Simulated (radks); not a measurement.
Trend from Rb3+ to Xe3+: ionisation energy by Delta-SCF between NIST ground configurations, and size. All-electron calculation, scalar-relativistic Kohn-Sham, BLYP, spin-polarised, spherical densities, point nucleus; open shells are filled with parallel spins first (spin-orbit coupling, left out, can overturn this in heavy ions). Program: a radial shooting solver on a logarithmic mesh with Libxc functionals.

Rb3+: configuration [Ar] 3d10 4s2 4p4; IE (eV) 51.828; NIST (eV) 52.2; kind semi-emp.; outermost 4p; <r> outermost (bohr) 1.58
Sr3+: configuration [Ar] 3d10 4s2 4p5; IE (eV) 56.241; NIST (eV) 56.280; kind semi-emp.; outermost 4p; <r> outermost (bohr) 1.50
Zr3+: configuration [Kr] 4d1; IE (eV) 34.342; NIST (eV) 34.418; kind exp.; outermost 4d; <r> outermost (bohr) 1.84
Nb3+: configuration [Kr] 4d2; IE (eV) 37.348; NIST (eV) 37.61; kind exp.; outermost 4d; <r> outermost (bohr) 1.72
Mo3+: configuration [Kr] 4d3; IE (eV) 40.221; NIST (eV) 40.3; kind semi-emp.; outermost 4d; <r> outermost (bohr) 1.61
Tc3+: configuration [Kr] 4d4; IE (eV) 42.999; NIST (eV) 41; kind theory; outermost 4d; <r> outermost (bohr) 1.51
Ru3+: configuration [Kr] 4d5; IE (eV) 45.705; NIST (eV) 45; kind theory; outermost 4d; <r> outermost (bohr) 1.43
Rh3+: configuration [Kr] 4d6; IE (eV) 44.661; NIST (eV) 42; kind theory; outermost 4d; <r> outermost (bohr) 1.39
Pd3+: configuration [Kr] 4d7; IE (eV) 47.576; NIST (eV) 46; kind theory; outermost 4d; <r> outermost (bohr) 1.32
Ag3+: configuration [Kr] 4d8; IE (eV) 50.448; NIST (eV) 49; kind theory; outermost 4d; <r> outermost (bohr) 1.26
Cd3+: configuration [Kr] 4d9; IE (eV) 53.266; NIST (eV) 51; kind theory; outermost 4d; <r> outermost (bohr) 1.20
In3+: configuration [Kr] 4d10; IE (eV) 56.031; NIST (eV) 55.45; kind exp.; outermost 4d; <r> outermost (bohr) 1.15
Sn3+: configuration [Kr] 4d10 5s1; IE (eV) 41.613; NIST (eV) 40.74; kind exp.; outermost 5s; <r> outermost (bohr) 2.12
Sb3+: configuration [Kr] 4d10 5s2; IE (eV) 44.176; NIST (eV) 43.80; kind exp.; outermost 5s; <r> outermost (bohr) 2.02
Te3+: configuration [Kr] 4d10 5s2 5p1; IE (eV) 36.787; NIST (eV) 37.416; kind exp.; outermost 5p; <r> outermost (bohr) 2.23
I3+: configuration [Kr] 4d10 5s2 5p2; IE (eV) 39.990; NIST (eV) 40.36; kind exp.; outermost 5p; <r> outermost (bohr) 2.11
Xe3+: configuration [Kr] 4d10 5s2 5p3; IE (eV) 43.084; NIST (eV) 42.2; kind exp.; outermost 5p; <r> outermost (bohr) 2.00

Reference values: NIST Atomic Spectra Database (exp. = measured, semi-emp. = semi-empirical, theory = theoretical value adopted there). Open shells are spherical and high-spin; term and fine-structure splittings are not resolved. Spin-orbit splitting is averaged out at the scalar-relativistic level.
